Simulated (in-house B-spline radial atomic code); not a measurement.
RPA and G0W0 for Tc2+, [Kr] 4d5, highest spin, as one setting changes: the share of exact exchange in the PBE hybrid start. A dash marks a level of low quasi-particle weight. Computed with a B-spline radial code for spherical atoms: all electrons, scalar-relativistic (spin-free one-electron X2C), finite nucleus, each spin shell either full or empty, empty states to l = 9 with an (l + 1/2)⁻⁴ tail; G0W0 by contour deformation at full frequency.

| share of exact exchange in the PBE hybrid start | mean-field level (eV) | G0W0 level (eV) | RPA correlation (Eh) |
| --- | --- | --- | --- |
| 0 | -23.817 | - | -3.0849 |
| 0.1 | -24.505 | - | -3.0555 |
| 0.2 | -25.200 | 4d up -29.956 | -3.0272 |
| 0.3 | -25.900 | 4d up -30.02 | -2.9999 |
| 0.4 | -26.606 | 4d up -30.06 | -2.9735 |
| 0.5 | -27.317 | 4d up -30.08 | -2.948 |
| 0.6 | -28.033 | 4d up -30.10 | -2.9232 |
| 0.7 | ? | ? | ? |
| 0.8 | ? | ? | ? |
| 0.9 | -30.21 | 4d up -30.11 | -2.853 |
| 1 | -30.95 | 4d up -30.10 | -2.8308 |

**Question.** What belongs in the row for 0.8?

**Answer.** mean-field level (eV): -29.483; G0W0 level (eV): 4d up -30.11; RPA correlation (Eh): -2.8757.

**Question.** What belongs in the row for 0.7?

**Answer.** mean-field level (eV): -28.755; G0W0 level (eV): 4d up -30.11; RPA correlation (Eh): -2.8991.

**Question.** At what share of exact exchange does G0W0 leave the highest level unchanged?

**Answer.** Near 0.89, where the shift changes sign (-0.629 eV at 0.8, +0.105 eV at 0.9).
